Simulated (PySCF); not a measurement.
BH3N, SMILES [BH]N (connectivity only; charge and spin as stated), charge +1, multiplicity 1. Atoms are numbered in the order given.

```xyz
5

B      0.0000     0.0000     0.7861
N      0.0000     0.0000    -0.5289
H      0.0000     0.0000     1.9563
H      0.0000    -0.8529    -1.0922
H      0.0000     0.8529    -1.0922
```
Charge +1, spin multiplicity 1.

Coordinates come from a TPSSh-D3(BJ)/def2-TZVP optimisation. The spin state was assumed, not searched. The isomer is the one that the SMILES or the coordinates give; other isomers of the formula were not compared.

These are ωB97X/def2-TZVPD in PySCF values and carry that method's errors.

The molecule is in vacuum.

Computed frontier levels, gap, dipole moment and polarisability:
| Quantity | Result |
|---|---|
| highest occupied level | -19.43 eV |
| lowest empty level | -6.27 eV |
| orbital gap | 13.16 eV |
| dipole moment about the centre of nuclear charge | 0.54 D |
| mean static polarisability | 17.3 bohr³ (2.56 Å³) |
| polarisability, principal values | 14.0, 15.1, 22.6 bohr³ |
